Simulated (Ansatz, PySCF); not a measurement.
C2H6F2Si2, SMILES F[SiH2]/C(=C\F)[SiH3]. Atoms are numbered in the order given.

```xyz
12

F     -0.4872    -2.5226     0.0000
C      0.5461    -1.6560     0.0000
C      0.3515    -0.3324     0.0000
Si     1.8291     0.8262     0.0000
Si    -1.3900     0.3431     0.0000
F     -1.2144     1.9712     0.0000
H      1.5004    -2.1938     0.0000
H      3.0722     0.0047     0.0000
H      1.8126     1.6913     1.2087
H      1.8126     1.6913    -1.2087
H     -2.1425    -0.0339     1.2205
H     -2.1425    -0.0339    -1.2205
```

Geometry optimised at TPSSh-D3(BJ)/def2-SVP. The structure was generated by enumeration; whether it is a known compound was not checked. Other conformers were not sampled.

Two levels are set side by side: PBE-D3(BJ)/def2-SVP (Ansatz, an electronic-structure program) and TPSSh-D3(BJ)/def2-SVP (PySCF). Each level has its own optimised geometry; the coordinates shown are those of the second. Frequencies come from the Hessian of PySCF at each geometry. Differences are taken from unrounded values.

```json
[
 {"quantity": "mean bond length (Å)", "TPSSh-D3(BJ)": "1.508", "PBE-D3(BJ)": "1.519", "PBE-D3(BJ) minus TPSSh-D3(BJ)": "0.011"},
 {"quantity": "bond F1–C2 (Å)", "TPSSh-D3(BJ)": "1.349", "PBE-D3(BJ)": "1.352", "PBE-D3(BJ) minus TPSSh-D3(BJ)": "0.003"},
 {"quantity": "bond C2–C3 (Å)", "TPSSh-D3(BJ)": "1.338", "PBE-D3(BJ)": "1.344", "PBE-D3(BJ) minus TPSSh-D3(BJ)": "0.007"},
 {"quantity": "bond C3–Si4 (Å)", "TPSSh-D3(BJ)": "1.878", "PBE-D3(BJ)": "1.881", "PBE-D3(BJ) minus TPSSh-D3(BJ)": "0.004"},
 {"quantity": "bond C3–Si5 (Å)", "TPSSh-D3(BJ)": "1.868", "PBE-D3(BJ)": "1.872", "PBE-D3(BJ) minus TPSSh-D3(BJ)": "0.004"},
 {"quantity": "bond Si5–F6 (Å)", "TPSSh-D3(BJ)": "1.638", "PBE-D3(BJ)": "1.647", "PBE-D3(BJ) minus TPSSh-D3(BJ)": "0.010"},
 {"quantity": "bond C2–H7 (Å)", "TPSSh-D3(BJ)": "1.095", "PBE-D3(BJ)": "1.105", "PBE-D3(BJ) minus TPSSh-D3(BJ)": "0.010"},
 {"quantity": "bond Si4–H8 (Å)", "TPSSh-D3(BJ)": "1.490", "PBE-D3(BJ)": "1.506", "PBE-D3(BJ) minus TPSSh-D3(BJ)": "0.016"},
 {"quantity": "bond Si4–H9 (Å)", "TPSSh-D3(BJ)": "1.487", "PBE-D3(BJ)": "1.502", "PBE-D3(BJ) minus TPSSh-D3(BJ)": "0.016"},
 {"quantity": "bond Si4–H10 (Å)", "TPSSh-D3(BJ)": "1.487", "PBE-D3(BJ)": "1.502", "PBE-D3(BJ) minus TPSSh-D3(BJ)": "0.016"},
 {"quantity": "bond Si5–H11 (Å)", "TPSSh-D3(BJ)": "1.483", "PBE-D3(BJ)": "1.500", "PBE-D3(BJ) minus TPSSh-D3(BJ)": "0.017"},
 {"quantity": "bond Si5–H12 (Å)", "TPSSh-D3(BJ)": "1.483", "PBE-D3(BJ)": "1.500", "PBE-D3(BJ) minus TPSSh-D3(BJ)": "0.017"},
 {"quantity": "highest harmonic wavenumber (cm⁻¹)", "TPSSh-D3(BJ)": "3180", "PBE-D3(BJ)": "3094", "PBE-D3(BJ) minus TPSSh-D3(BJ)": "-86"},
 {"quantity": "mean harmonic wavenumber (cm⁻¹)", "TPSSh-D3(BJ)": "1041", "PBE-D3(BJ)": "1003", "PBE-D3(BJ) minus TPSSh-D3(BJ)": "-38"},
 {"quantity": "zero-point energy (kcal/mol)", "TPSSh-D3(BJ)": "44.66", "PBE-D3(BJ)": "43.03", "PBE-D3(BJ) minus TPSSh-D3(BJ)": "-1.63"}
]
```

GGA bonds tend to be longer and softer than those of functionals with exact exchange. Differences between two approximate levels are no errors against the true value.
